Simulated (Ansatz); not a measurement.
Ansatz (a quantum-chemistry and plane-wave program) input (r2SCAN/def2-TZVPD):

Ansatz 0.2 input:
```yaml
crystal:
  periodic: [false, false, false]
  atoms:
    - {symbol: Hf, position_ang: [-0.40819580, -0.12666415, -0.03516369]}
    - {symbol: H, position_ang: [-0.79755614, -1.15283455, 1.45642228]}
    - {symbol: H, position_ang: [-1.52904483, 1.34181036, -0.11508229]}
    - {symbol: H, position_ang: [-0.63891447, -1.12092563, -1.57701968]}
    - {symbol: S, position_ang: [1.89771070, 0.63033301, 0.09361968]}
    - {symbol: H, position_ang: [1.99224149, -0.03355971, 1.26955048]}
basis:
  gaussian:
    orbitals: def2-TZVPD
hamiltonian:
  xc: {name: r2SCAN}
total_charge: -1
magnetization: {spin_polarized: true, initial_magnetization: 1}
```

End of the output:

```
integrals: 0.05 GiB planned
864 factors; their error is unknown
mean field: 0.51 GiB planned
mean field evaluation 1: about -12205.4093 eV, gradient 1.5e1 eV
mean field evaluation 2: about -12200.8717 eV, gradient 2.7e1 eV
mean field evaluation 4: about -12207.3148 eV, gradient 2.9e0 eV
mean field evaluation 8: about -12207.3833 eV, gradient 1.3e-1 eV
mean field evaluation 16: about -12207.3704 eV, gradient 1.4e-2 eV
mean field evaluation 32: about -12207.3757 eV, gradient 4.2e-1 eV
mean field evaluation 64: about -12205.0744 eV, gradient 1.1e1 eV
mean field evaluation 96: about -12207.3696 eV, gradient 7.7e-2 eV
mean field evaluation 128: about -12207.3705 eV, gradient 4.7e-3 eV
mean field evaluation 160: about -12206.9686 eV, gradient 2.2e0 eV
mean field -12207.38133413 eV, -448.6129895691 hartree, gradient 9.4e-6 eV, S^2 0.758308; 13 other end points of the search recorded, 0 dependent functions left out
reference -12207.38138119 eV, -448.6129912984 hartree; 17, 16 occupied and 108, 109 virtual orbitals, 864 factors
Total energy: -12207.38138119 eV, -448.6129912984 hartree
```

This state (charge -1, doublet) is run at the relaxed geometry of the species with charge 0 and multiplicity 1.
